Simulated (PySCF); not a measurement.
**Constants of AgI, step by step**

State: ¹Σ⁺, singlet, closed shell. De refers to Ag (4d10 5s1) + I. RHF-based CCSD(T) in PySCF 2.14 with Ag cc-pVTZ-PP with ECP28, I cc-pVTZ-PP with ECP28 and Ag cc-pVQZ-PP with ECP28, I cc-pVQZ-PP with ECP28 (frozen core orbitals: 13; scalar-relativistic core potentials). Correlation energies are extrapolated as n⁻³ (n = 3, 4), Hartree–Fock as (n+1)·exp(−9√n).

```csv
Level,Re (Å),ωe (cm⁻¹),ωexe (cm⁻¹),αe (cm⁻¹),De (eV)
CCSD(T)/TZ,2.5795,200.7,0.441,0.000138,2.503
CCSD(T)/QZ,2.5667,203.0,0.445,0.000138,2.614
HF/CBS,2.6652,181.5,0.375,0.000125,1.808
MP2/CBS,2.5237,216.1,0.452,0.000138,2.775
CCSD/CBS,2.5700,203.3,0.432,0.000135,2.574
CCSD(T)/CBS,2.5600,205.3,0.449,0.000138,2.688
```

**Question.** How much is left between CCSD(T)/QZ and the basis-set limit, and how much do the triples give at the limit?

**Answer.** CCSD(T)/CBS less CCSD(T)/QZ: -6.7 mÅ in Re, +2.3 cm⁻¹ in ωe and +0.074 eV in De. CCSD(T)/CBS less CCSD/CBS: -10.0 mÅ in Re, +2.0 cm⁻¹ in ωe and +0.114 eV in De.

Measured (Huber and Herzberg, Constants of Diatomic Molecules (1979)): Re = 2.544621 Å, ωe = 206.52 cm⁻¹, ωexe = 0.445 cm⁻¹. The last row is off by 15.3 mÅ and -1.2 cm⁻¹.

The T1 diagnostic is 0.021, large enough to doubt a single reference. The open-shell atoms are computed with UHF. Spin–orbit coupling, excitations beyond (T) and corrections to the Born–Oppenheimer picture are left out, and spin–orbit coupling matters for open p, d or f shells this heavy.

The whole job (state search and all basis sets along the bond) took about 18 min on 4 threads of Arm Neoverse N1 (shared host), peak memory 8.8 GiB.
